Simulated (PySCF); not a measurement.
Species: C₅H₅F₃O.
SMILES with atom numbers: `[CH3:1][C@:2]1([C:3]([F:4])=[C:5]([F:6])[F:7])[CH2:8][O:9]1` (hydrogens: H10, H11, H12 on C1; H13, H14 on C8)

The geometry is computed with GFN2-xTB (gas phase).

Some entries are withheld. Bonds in one row agree within 0.01 Å.

| coordinate | value |
| --- | --- |
| C1–C2 | ? |
| C2–C3 | ? |
| C3–F4 | ? |
| C3=C5 | 1.328 Å |
| C5–F6 | 1.319 Å |
| C5–F7 | 1.325 Å |
| C2–C8 | ? |
| C8–O9 | 1.400 Å |
| C2–O9 | 1.392 Å |
| C1–H10, C1–H11, C1–H12 | 1.087 Å |
| C8–H13 | 1.084 Å |
| C8–H14 | 1.083 Å |
| C1–C2–C3 | ? |
| C1–C2–C8 | 121.0° |
| C1–C2–O9 | 118.5° |
| C3–C2–C8 | 117.9° |
| C3–C2–O9 | 116.4° |
| C8–C2–O9 | 58.4° |
| C2–C3–F4 | 114.4° |
| C2–C3–C5 | 126.9° |
| F4–C3–C5 | 118.7° |
| C3–C5–F6 | ? |
| C3–C5–F7 | 124.8° |
| F6–C5–F7 | 110.7° |
| C2–C8–O9 | 57.9° |
| C2–O9–C8 | ? |

Estimate the withheld lengths and angles.

- C1–C2 = 1.513 Å, drawn single (methyl carbon to sp3 carbon bound to oxygen); 0.01 Å below the sum of covalent radii, 1.52 Å.
- C2–C3 = 1.494 Å, drawn single (sp3 carbon bound to oxygen to vinylic C–F carbon); equal to the sum of covalent radii, 1.49 Å.
- C3–F4 = 1.350 Å, drawn single (vinylic C–F carbon to vinyl fluorine); 0.05 Å above the sum of covalent radii, 1.30 Å.
- C2–C8 = 1.473 Å, drawn single (both ends sp3 carbon bound to oxygen); 0.05 Å below the sum of covalent radii, 1.52 Å.
- C1–C2–C3 = 113.8°, at the sp3 carbon bound to oxygen; the outer atoms are 2.519 Å apart.
- C3–C5–F6 = 124.5°, at the =CF2 carbon; the outer atoms are 2.343 Å apart.
- C2–O9–C8 = 63.7°, at the epoxide oxygen, inside a 3-membered ring; the outer atoms are 1.473 Å apart.

Radii are Cordero's, carbon taken as 0.76, 0.73 or 0.69 Å for four, three, and two or fewer neighbours.

No GFN2-xTB frequencies stand behind this structure, so it isn't proved a minimum. One conformer, not necessarily the lowest (C1–C2–C3–F4 -60°).
